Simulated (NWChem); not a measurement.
System: BiF3; SMILES [Bi]([F])([F])[F]

Input file for NWChem:

```
start job
memory heap 200 mb stack 900 mb global 1100 mb
geometry units angstroms noautoz
  Bi     0.000000     0.000000     0.215783
  F     -1.723722    -0.358541    -0.820481
  F      0.551355     1.672057    -0.820481
  F      1.172367    -1.313516    -0.820481
end
basis spherical
  * library def2-svp
end
ecp
  Bi library def2-ecp
end
dft
  xc hfexch
  iterations 150
  mulliken
end
task dft energy
```

Output (shortened):

```
             Northwest Computational Chemistry Package (NWChem) 7.3.0
             --------------------------------------------------------

 C3  symmetry detected

                             Geometry "geometry" -> ""
                             -------------------------

 Output coordinates in angstroms (scale by  1.889725989 to convert to a.u.)

  No.       Tag          Charge          X              Y              Z
 ---- ---------------- ---------- -------------- -------------- --------------
    1 Bi                  83.0000    -0.00000000    -0.00000000     0.25435571
    2 F                    9.0000    -0.70533634     1.61315496    -0.78190829
    3 F                    9.0000     1.74970134    -0.19573829    -0.78190829
    4 F                    9.0000    -1.04436500    -1.41741667    -0.78190829

 Effective nuclear repulsion energy (a.u.)     622.6475978642

      Symmetry information
      --------------------

 Group name             C3
 Group number              5
 Group order               3
 No. of unique centers     2

 Summary of "ao basis" -> "ao basis" (spherical)
 ------------------------------------------------------------------------------
       Tag                 Description            Shells   Functions and Types
 ---------------- ------------------------------  ------  ---------------------
 Bi                         def2-svp                10       26   4s4p2d
 F                          def2-svp                 6       14   3s2p1d

      Symmetry analysis of basis
      --------------------------

        a          24
        e+         22
        e-         22

  Rotation of axis

            General Information
            -------------------
          SCF calculation type: DFT
          Wavefunction type:  closed shell.
          No. of atoms     :     4
          No. of electrons :    50
           Alpha electrons :    25
            Beta electrons :    25
          Charge           :     0
          Spin multiplicity:     1
          Use of symmetry is: on ; symmetry adaption is: on
          Maximum number of iterations: 150
          AO basis - number of functions:    68
                     number of shells:    28
          Convergence on energy requested:  1.00D-06
          Convergence on density requested:  1.00D-05
          Convergence on gradient requested:  5.00D-04

              XC Information
              --------------
                     Hartree-Fock (Exact) Exchange  1.000

      Superposition of Atomic Density Guess
      -------------------------------------

 Sum of atomic energies:        -543.29654672

      Non-variational initial energy
      ------------------------------

 Total energy =    -511.084711
 1-e energy   =   -1195.475669
 2-e energy   =     481.367223
 HOMO         =      -0.430473
 LUMO         =      -0.004988

      Symmetry analysis of molecular orbitals - initial
      -------------------------------------------------

  Numbering of irreducible representations:

     1 a           2 e+          3 e-

  Orbital symmetries:

     1 a           2 e+          3 e+          4 a           5 e+
     6 e+          7 a           8 a           9 e+         10 e+
    11 e+         12 e+         13 a          14 e+         15 e+
    16 a          17 e+         18 e+         19 a          20 e+
    21 e+         22 e+         23 e+         24 a          25 a
    26 e+         27 e+         28 a          29 a          30 a
    31 e+         32 e+         33 a          34 e+         35 e+

     ---------------------------------------------
      Total Density - Mulliken Population Analysis
     ---------------------------------------------

    Atom       Charge   Shell Charges
 -----------   ------   -------------------------------------------------------
    1 Bi  23    20.75   2.92 -0.87  1.22  0.67  4.72  1.24  0.53  0.22  9.77  0.32
    2 F    9     9.75   1.99  1.15  0.82  3.55  2.24  0.00
    3 F    9     9.75   1.99  1.15  0.82  3.55  2.24  0.00
    4 F    9     9.75   1.99  1.15  0.82  3.55  2.24  0.00

   convergence    iter        energy       DeltaE   RMS-Dens  Diis-err
 ---------------- ----- ----------------- --------- --------- ---------
 d= 0,ls=0.0,diis     1   -511.5163825180 -7.15D+02  1.80D-02  1.37D+00
 d= 0,ls=0.0,diis     2   -511.5946453884 -7.83D-02  5.86D-03  8.13D-01
 d= 0,ls=0.0,diis     3   -511.6607781887 -6.61D-02  1.08D-03  2.53D-03
 d= 0,ls=0.0,diis     4   -511.6615398911 -7.62D-04  4.79D-04  3.55D-04
 d= 0,ls=0.0,diis     5   -511.6616740480 -1.34D-04  2.19D-04  3.39D-05
  Resetting Diis
 d= 0,ls=0.0,diis     6   -511.6616917749 -1.77D-05  5.81D-05  2.45D-06
 d= 0,ls=0.0,diis     7   -511.6616928562 -1.08D-06  4.84D-06  8.28D-08
 d= 0,ls=0.0,diis     8   -511.6616928733 -1.71D-08  1.78D-06  1.45D-08

         Total DFT energy =     -511.661692873283
      One electron energy =    -1196.215513305012
           Coulomb energy =      527.964027368552
    Exchange-Corr. energy =      -46.433942502938
 Nuclear repulsion energy =      203.023735566115

 Numeric. integr. density =        0.000000000000

                  Occupations of the irreducible representations
                  ----------------------------------------------

                     irrep           alpha         beta
                     --------     --------     --------
                     a                 9.0          9.0
                     e+               16.0         16.0
                     e-                0.0          0.0

                       DFT Final Molecular Orbital Analysis
                       ------------------------------------

 Vector   23  Occ=2.000000D+00  E=-5.878861D-01  Symmetry=e+
              MO Center= -2.9D-01, -2.9D-01, -7.5D-01, r^2= 3.4D+00
   Bfn.  Coefficient  Atom+Function         Bfn.  Coefficient  Atom+Function
  ----- ------------  ---------------      ----- ------------  ---------------
    59      0.363528  4 F  py                31      0.316734  2 F  py
    62     -0.281814  4 F  py                34     -0.242761  2 F  py
    58      0.242728  4 F  px                45      0.225067  3 F  py
    44      0.216821  3 F  px                61     -0.189004  4 F  px
    47     -0.167383  3 F  px                48     -0.166259  3 F  py

 Vector   24  Occ=2.000000D+00  E=-5.878861D-01  Symmetry=e+
              MO Center=  2.9D-01,  2.9D-01, -7.5D-01, r^2= 3.4D+00
   Bfn.  Coefficient  Atom+Function         Bfn.  Coefficient  Atom+Function
  ----- ------------  ---------------      ----- ------------  ---------------
    44      0.378485  3 F  px                47     -0.294297  3 F  px
    30      0.286819  2 F  px                31     -0.269745  2 F  py
    58      0.240025  4 F  px                33     -0.217795  2 F  px
    34      0.211551  2 F  py                61     -0.178742  4 F  px
    45     -0.162788  3 F  py                59     -0.136881  4 F  py

 Vector   25  Occ=2.000000D+00  E=-4.954643D-01  Symmetry=a
              MO Center=  3.6D-15,  1.3D-15,  5.9D-02, r^2= 3.3D+00
   Bfn.  Coefficient  Atom+Function         Bfn.  Coefficient  Atom+Function
  ----- ------------  ---------------      ----- ------------  ---------------
     3      0.475158  1 Bi s                  1     -0.353691  1 Bi s
    13      0.337717  1 Bi pz                 4      0.328150  1 Bi s
    32      0.224658  2 F  pz                46      0.224658  3 F  pz
    60      0.224658  4 F  pz                35     -0.184420  2 F  pz
    49     -0.184420  3 F  pz                63     -0.184420  4 F  pz

 Vector   26  Occ=0.000000D+00  E= 4.226623D-02  Symmetry=e+
              MO Center=  8.5D-02, -5.1D-02,  4.8D-01, r^2= 3.6D+00
   Bfn.  Coefficient  Atom+Function         Bfn.  Coefficient  Atom+Function
  ----- ------------  ---------------      ----- ------------  ---------------
    15      0.808807  1 Bi py                12      0.400819  1 Bi py
    29     -0.245723  2 F  s                  6     -0.231144  1 Bi py
    57      0.190510  4 F  s                 23      0.160123  1 Bi d -1
    18     -0.142768  1 Bi d -1              35     -0.135225  2 F  pz
    32      0.132999  2 F  pz                48     -0.115712  3 F  py

 Vector   27  Occ=0.000000D+00  E= 4.226623D-02  Symmetry=e+
              MO Center= -8.5D-02,  5.1D-02,  4.8D-01, r^2= 3.6D+00
   Bfn.  Coefficient  Atom+Function         Bfn.  Coefficient  Atom+Function
  ----- ------------  ---------------      ----- ------------  ---------------
    14      0.808807  1 Bi px                11      0.400819  1 Bi px
    43     -0.251859  3 F  s                  5     -0.231144  1 Bi px
    57      0.173745  4 F  s                 25     -0.160123  1 Bi d  1
    20      0.142768  1 Bi d  1              49     -0.138602  3 F  pz
    46      0.136320  3 F  pz                 8     -0.106641  1 Bi px

 Vector   28  Occ=0.000000D+00  E= 7.219361D-02  Symmetry=a
              MO Center=  5.7D-15,  8.0D-15,  1.9D-01, r^2= 3.7D+00
   Bfn.  Coefficient  Atom+Function         Bfn.  Coefficient  Atom+Function
  ----- ------------  ---------------      ----- ------------  ---------------
    16     -0.807594  1 Bi pz                 3      0.741170  1 Bi s
     1     -0.345195  1 Bi s                 13     -0.320914  1 Bi pz
    47      0.198324  3 F  px                 7      0.196481  1 Bi pz
    29     -0.195748  2 F  s                 43     -0.195748  3 F  s
    57     -0.195748  4 F  s                 44     -0.187007  3 F  px

     ---------------------------------------------
      Total Density - Mulliken Population Analysis
     ---------------------------------------------

    Atom       Charge   Shell Charges
 -----------   ------   -------------------------------------------------------
    1 Bi  23    21.20   2.92 -0.87  1.31  0.46  4.71  1.26  0.92  0.27  9.82  0.38
    2 F    9     9.60   1.99  1.11  0.87  3.29  2.33  0.00
    3 F    9     9.60   1.99  1.11  0.87  3.29  2.33  0.00
    4 F    9     9.60   1.99  1.11  0.87  3.29  2.33  0.00

     -------------------------------------------
      Total Density - Lowdin Population Analysis
     -------------------------------------------

    Atom       Charge   Shell Charges
 -----------   ------   -------------------------------------------------------
    1 Bi  23    21.57   1.47  0.48  1.06  0.77  4.05  1.64  1.12  0.57  9.43  0.98
    2 F    9     9.48   1.98  1.04  0.85  3.21  2.40  0.00
    3 F    9     9.48   1.98  1.04  0.85  3.21  2.40  0.00
    4 F    9     9.48   1.98  1.04  0.85  3.21  2.40  0.00

     Multipole analysis of the density
     ---------------------------------

     L   x y z        total         alpha         beta         nuclear
     -   - - -        -----         -----         ----         -------
     0   0 0 0     -0.000000    -25.000000    -25.000000     50.000000

     1   1 0 0      0.000000      0.000000      0.000000      0.000000
     1   0 1 0     -0.000000     -0.000000     -0.000000      0.000000
     1   0 0 1      2.415580     15.627668     15.627668    -28.839756

     2   2 0 0    -36.148033    -92.792951    -92.792951    149.437870
     2   1 1 0     -0.000000     -0.000000     -0.000000     -0.000000
     2   1 0 1     -0.000000     -0.000000     -0.000000      0.000000
     2   0 2 0    -36.148033    -92.792951    -92.792951    149.437870
     2   0 1 1     -0.000000      0.000000      0.000000     -0.000000
     2   0 0 2    -31.884985    -48.073684    -48.073684     64.262383
```

Level: Hartree-Fock/def2-SVP with def2 effective core potentials on Bi. Geometry: optimised at PBE-D3(BJ)/def2-SVP. def2 effective core potentials on Bi; no spin-orbit coupling.
